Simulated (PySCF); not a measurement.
## A series of tetrahedral complexes of Different ions with F ligands

All values are computed with PySCF: state-averaged CASSCF of the d shell with SC-NEVPT2, spin-free X2C, triple-zeta basis on the metal and double-zeta on the ligands, mean-field spin-orbit coupling; model geometries with bond lengths from ionic radii.

| complex | point group | M–L / Å | L–M–L / ° | solvent |
| --- | --- | --- | --- | --- |
| [FeF4]2- | Td | 1.96 | 109 | water |
| [MnF4]- | Td | 1.82 | 109 | water |
| [MnF4]2- | Td | 2.01 | 109 | water |
| [MoF4]+ | Td | 1.79 | 109 | none |
| CrF4 | Td | 1.73 | 109 | none |

For [MoF4]+ the d shell alone is too small an active space: its values show what this model gives and aren't sound predictions.

Rank by the spin-orbit constant ζ, lowest first.
A. [MoF4]+
B. [MnF4]2-
C. [MnF4]-
D. [FeF4]2-
E. CrF4

E (245 cm⁻¹), B (305 cm⁻¹), C (329 cm⁻¹), D (400 cm⁻¹), A (649 cm⁻¹).

What are the ground states and moments?


```tsv
complex	shell	ground state (NEVPT2)	total orbital splitting (CASSCF fit) / cm⁻¹	μeff(300 K) / μB
[FeF4]2-	d6	5E	3518	5.19
[MnF4]-	d4	5T2	6614	4.53
[MnF4]2-	d5	6A1	3508	5.92
[MoF4]+	d1	2E	18297	1.65
CrF4	d2	3A2	10752	2.78
```

The tetrahedral shape is imposed. Real complexes may take another, with another ground state.
